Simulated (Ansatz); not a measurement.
HN (SMILES [NH]), triplet, geometry from GFN2-xTB; HF/cc-pVDZ run with Ansatz (a quantum-chemistry and plane-wave program).

Input for Ansatz:
Ansatz 0.2 input:
```yaml
crystal:
  periodic: [false, false, false]
  atoms:
    - {symbol: N, position_ang: [-0.00000000, -0.00000000, -0.12795737]}
    - {symbol: H, position_ang: [0.00000000, 0.00000000, 0.89570158]}
basis:
  gaussian:
    orbitals: cc-pVDZ
hamiltonian:
  xc: hf
magnetization: {spin_polarized: true, initial_magnetization: 2}
```

**Question.** Write the output that Ansatz gives for this input, abridged.

**Answer.** 
```
Functional definition: HF
180 factors; integrals over basis functions are off by at most 1.7e-3 eV
mean field evaluation 1: about -1495.3776 eV, gradient 7.7e0 eV
mean field evaluation 2: about -1495.3775 eV, gradient 7.7e0 eV
mean field evaluation 4: about -1495.7119 eV, gradient 5.6e-1 eV
mean field evaluation 8: about -1495.7148 eV, gradient 1.3e-5 eV
mean field -1495.71478577 eV, -54.9665045450 hartree, gradient 1.7e-5 eV, S^2 2.013343; 0 other end points of the search recorded, 0 dependent functions left out
reference -1495.71478577 eV, -54.9665045450 hartree; 5, 3 occupied and 14, 16 virtual orbitals, 180 factors
Total energy: -1495.71478577 eV, -54.9665045450 hartree
```
